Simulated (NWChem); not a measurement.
Species: H₂ cation, doublet

Program: NWChem. Spin-unrestricted. No stability test was run on the SCF state. Each level has its own optimisation; frequencies are unscaled.

Task: Order these by “highest harmonic frequency (cm⁻¹)”, lowest first: PBE/pcseg-1; PBE/3-21G; PBE/def2-QZVP.

Result: PBE/3-21G (1644), PBE/def2-QZVP (1918), PBE/pcseg-1 (2070)
